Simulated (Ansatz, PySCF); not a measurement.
Molecule: GeCl (charge +1, singlet). 
Coordinates optimised at B3LYP-D3(BJ)/def2-TZVP (Ansatz, a first-principles code):
```
Cl
Ge 1 2.0768
```
Charge +1, spin multiplicity 1.

Total electronic energies in hartree. Valence correlation only, unless marked. Spin-orbit coupling is left out. Frozen are the shells of the preceding noble gas and the d and f shells that filled before the atom's block. No relativistic terms. Basis-set limits of correlation are two-point, X^-3; Hartree-Fock from the larger set.

```tsv
level	program	energy (Eh)
RI-HF/def2-QZVPPD	Ansatz	-2534.69491
PBE-D4/def2-TZVPD	Ansatz + dftd4	-2536.45446
M06-L/def2-TZVPD	PySCF	-2536.89432
PBE0/STO-3G	Ansatz	-2507.64164
PBE0/def2-TZVP	Ansatz	(withheld)
BHLYP/def2-TZVPD	Ansatz	(withheld)
r2SCAN0-D4/def2-TZVPD	Ansatz + dftd4	-2536.87827
PW6B95-D4/def2-TZVPD	PySCF + dftd4	-2538.30605
PW6B95/def2-TZVPD	PySCF	-2538.30482
B2PLYP-D4/def2-TZVPD	Ansatz + dftd4	(withheld)
RI-MP2/CBS(def2-TZVPPD,def2-QZVPPD)	Ansatz	-2534.9866
SCS-MP2/def2-TZVPP	Ansatz	-2534.89113
CCSD/6-31G*	Ansatz	-2534.52681
CCSD/def2-SVP	Ansatz	-2534.42739
CCSD(T)/CBS(def2-TZVPPD,def2-QZVPPD)	Ansatz	-2535.0235
```

Task: Some entries are withheld; supply them.

Result: 
- PBE0/def2-TZVP, energy (Eh): -2536.53375
- BHLYP/def2-TZVPD, energy (Eh): -2536.93301
- B2PLYP-D4/def2-TZVPD, energy (Eh): -2536.41378
